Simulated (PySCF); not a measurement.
Input for PySCF: D3(BJ) and D4 dispersion corrections on CH4BClO (SMILES CB(O)Cl), a point of a torsion scan.

```python
from pyscf import gto
from pyscf.dispersion import dftd3, dftd4

mol = gto.M(
    atom='''
    C    -0.88858152   -0.17848617    0.04987603
    B     0.61163225    0.34805830    0.07542756
    O     1.65507915   -0.27644453   -0.47997314
    Cl    0.98527941    1.85281078    0.84801979
    H    -1.45010916    0.32618903   -0.73504524
    H    -0.95300562   -1.24720162   -0.14444219
    H    -1.40882791    0.02754629    0.98107561
    H     1.50310707   -1.11181044   -0.92228436
    ''',
    basis='def2-svp',
    charge=0, spin=0, verbose=0, max_memory=1800)
d3, d4 = {}, {}
for xc in ['hf', 'pbe', 'blyp', 'revpbe', 'tpss', 'r2scan', 'b3lyp', 'pbe0', 'bhlyp', 'camb3lyp', 'b2plyp']:
    d3[xc] = float(dftd3.DFTD3Dispersion(mol, xc=xc, version='d3bj', atm=False).get_dispersion()['energy'])
    print(f'D3(BJ) {xc:10s} {d3[xc]:14.8f} Eh')
for xc in ['hf', 'pbe', 'blyp', 'revpbe', 'tpss', 'r2scan', 'b3lyp', 'pbe0', 'bhlyp', 'camb3lyp', 'b2plyp']:
    d4[xc] = float(dftd4.DFTD4Dispersion(mol, xc={'camb3lyp': 'cam-b3lyp'}.get(xc, xc), atm=True).get_dispersion()['energy'])
    print(f'D4     {xc:10s} {d4[xc]:14.8f} Eh')
```

It printed:

```
D3(BJ) hf            -0.04122964 Eh
D3(BJ) pbe           -0.00512017 Eh
D3(BJ) blyp          -0.01097501 Eh
D3(BJ) revpbe        -0.01308984 Eh
D3(BJ) tpss          -0.00645778 Eh
D3(BJ) r2scan        -0.00139193 Eh
D3(BJ) b3lyp         -0.00895475 Eh
D3(BJ) pbe0          -0.00441231 Eh
D3(BJ) bhlyp         -0.00699420 Eh
D3(BJ) camb3lyp      -0.00395929 Eh
D3(BJ) b2plyp        -0.00414083 Eh
D4     hf            -0.01858125 Eh
D4     pbe           -0.00497374 Eh
D4     blyp          -0.01120363 Eh
D4     revpbe        -0.01636406 Eh
D4     tpss          -0.00674912 Eh
D4     r2scan        -0.00118759 Eh
D4     b3lyp         -0.00804197 Eh
D4     pbe0          -0.00415509 Eh
D4     bhlyp         -0.00582381 Eh
D4     camb3lyp      -0.00417082 Eh
D4     b2plyp        -0.00346383 Eh
```

The run finished.

Cost: very roughly 0.020 core-seconds.
